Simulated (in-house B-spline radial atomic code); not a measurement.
# LDA exchange-only excitations of Cl⁵⁺

Method: LDA exchange-only. Computed with a B-spline radial code for spherical atoms: linear response of the closed shell [Ne] 3s2 with the functional's adiabatic kernel; scalar-relativistic (spin-free one-electron X2C), finite nucleus, no spin-orbit coupling, no double excitations, S, P, D and F terms only.

Command:
```bash
python run_td.py task.json out
```
Settings (radii: box in bohr, nucleus in fm):
```
Z                        17
electrons                12
configuration            [Ne] 3s2
hamiltonian              x2c
method                   lda,
box_radius               16.35
rms_radius               3.3654
intervals                72
```

Cost of the run: 0.4 s on 1 thread of Arm Neoverse N1, with other jobs on the host.

The lowest states, in the order of their Tamm-Dancoff energies; the method's threshold (minus the highest occupied level) is 87.95 eV. Labels give the largest channel, * marks a mixed state, and oscillator strengths are full-response dipole values. Semilocal kernels can invert the small singlet-triplet splittings of Rydberg terms. Energies in eV:

| state | full response | Tamm-Dancoff | oscillator strength |
| --- | --- | --- | --- |
| 3s → 3p 3P | 11.293 | 11.658 | - |
| 3s → 3p 1P | 18.741 | 19.533 | 1.24 |
| 3s → 3d 3D | 32.27 | 32.39 | - |
| 3s → 3d 1D | ? | ? | - |
| 3s → 4s 3S | 49.06 | 49.08 | - |
| 3s → 4s 1S | 50.65 | 50.69 | - |
| 3s → 4p 3P | 54.07 | 54.09 | - |
| 3s → 4p 1P | 54.79 | 54.83 | 0.147 |
| 3s → 4d 3D | ? | ? | - |
| 3s → 4d 1D | 61.43 | 61.44 | - |
| 3s → 4f 3F | 63.32 | 63.34 | - |
| 3s → 4f 1F | 63.78 | 63.79 | - |
| 3s → 5s 3S | 66.68 | 66.68 | - |
| 3s → 5s 1S | 67.16 | 67.17 | - |
| 3s → 5p 3P | 68.79 | 68.79 | - |
| 3s → 5p 1P | 69.02 | 69.02 | 0.0546 |

**Question.** Where does 3s → 3d 1D lie?

**Answer.** At 35.70 eV in full response, 35.72 eV in Tamm-Dancoff.

**Question.** Where does 3s → 4d 3D lie?

**Answer.** At 61.03 eV in full response, 61.04 eV in Tamm-Dancoff.

**Question.** How large is the singlet-triplet splitting of 3s → 3p (P terms) in Tamm-Dancoff?

**Answer.** 7.88 eV, from the unrounded values.

**Question.** What polarisabilities and dispersion coefficient does the method give?

**Answer.** Dipole 2.747 bohr³, quadrupole 3.147 bohr⁵, C6 4.182 hartree·bohr⁶ for two such species.
